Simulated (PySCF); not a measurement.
A calculated (HSE06, PySCF 2.14, cc-pVQZ, no relativity, point nucleus) atom or ion has these occupied shells.

| shell | electrons | orbital energy (eV) | rms radius, mean of both spins (bohr) |
| --- | --- | --- | --- |
| 1s α | 1 | -123.22 | 0.487 |
| 1s β | 1 | -122.91 | 0.487 |
| 2p α | 1 | -11.408 | 2.56 |

(1) Name the element and its charge.

Answers

(1) Be+ (beryllium, charge +1), in [He] 2p1, 2P determinant (an excited configuration).
